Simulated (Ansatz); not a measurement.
# Pulling the pair apart

The pair of Cl⁻ (SMILES [Cl-], atom 1) and C₂H₆ (SMILES CC, atoms 2–9), both closed shells, in one local arrangement (a lower one may exist), relaxed at PBE0-D4/def2-TZVPD:

```xyz
9
angstrom
Cl 0.3766 0.1435 -3.2970
C 0.5418 0.3731 0.6797
C -0.6458 -0.4150 0.1569
H 0.5656 0.4222 1.7749
H 1.4784 -0.0727 0.3362
H 0.5250 1.3941 0.2910
H -0.6178 -0.4305 -0.9384
H -1.5932 0.0331 0.4756
H -0.6305 -1.4480 0.5211
```

C₂H₆ is shifted rigidly along the line between the mean atom positions of the two fragments (negative: closer). Counterpoise interaction energies in kJ/mol. Program: Ansatz 0.2.0. Basis: def2-TZVPPD. Cores are frozen in the correlated methods. B3LYP uses VWN-RPA correlation.

```
shift (Å)  B3LYP-D4  wB97M-V    HF
    -0.26     -15.5    -13.9   1.7
    -0.13     -17.6    -16.0  -3.0
     0.00     -18.3    -16.7  -5.9
     0.13     -18.1    -16.5  -7.5
     0.31     -17.0    -15.4  -8.4
     0.66     -14.0    -12.4  -8.0
     1.31      -9.1     -7.5  -5.6
     2.62      -4.8     -2.9  -2.4
```

**Question.** What does CCSD(T) give at these shifts? (To be estimated.)

**Answer.** Computed: -11.8, -14.2, -15.1, -15.1, -14.3, -11.8, -7.2, -2.8 kJ/mol. For zero shift, CCSD(T) at an estimated basis limit (MP2 extrapolated from triple and quadruple zeta, plus CCSD(T) − MP2 in triple zeta) gives -16.8 kJ/mol. These are counterpoise interaction energies, counted from the two frozen fragments.

T1 diagnostic: at most 0.009.

For scale, one of the runs: CCSD(T)/def2-TZVPPD, 227 basis functions, launched by `ansatz run in.yaml --threads 4 --pin off --events-out ev --progress --plain --max-ram 9574MiB`. Time: 46 s of wall clock on 4 CPU threads of an AMD EPYC 7R43; the host was shared. Peak host memory: 3.8 GiB.
